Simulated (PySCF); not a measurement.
**From a computed spectrum to the compound**

A species of 7 atoms with charge 0 has these harmonic modes (PBE0, small Gaussian bases with core potentials, PySCF 2.14.0):

| cm⁻¹ | km/mol | symmetry |
| --- | --- | --- |
| 18 | 22.7 | a |
| 64 | 5.6 | e |
| 64 | 5.6 | e |
| 203 | 62.0 | a |
| 218 | 0.0 | e |
| 218 | 0.0 | e |
| 281 | 0.2 | a |
| 309 | 79.8 | e |
| 309 | 79.8 | e |
| 352 | 0.0 | a |
| 410 | 32.2 | e |
| 410 | 32.2 | e |
| 2690 | 2.3 | e |
| 2690 | 2.3 | e |
| 2690 | 0.0 | a |

**Question.** Which species is it, and in which structure?

**Answer.** Ce(SH)3 (singlet in the valence; each metal's 4f electrons, 1 of them, lie in its core potential, out of spins and levels):
```xyz
7

Ce    0.0000    0.0000   -0.0453
S     2.6593   -0.4011    0.0633
H     2.9829    0.9142    0.0877
S    -0.9823    2.5036    0.0633
H    -2.2832    2.1262    0.0877
S    -1.6770   -2.1024    0.0633
H    -0.6998   -3.0404    0.0877
```
Ideal gas at 298.15 K and 1 bar: S = 419.5 J/(mol K), Cp = 120.6 J/(mol K), H − H(0 K) = 26.6 kJ/mol (rigid rotor, harmonic modes, spin degeneracy alone, that of the 4f electrons in the core included; the modes under 60 cm⁻¹ make these uncertain). An lcecp potential fixes the number of 4f electrons, so in runs with it no electron can move into or out of that shell.
 This is one of several that fit.
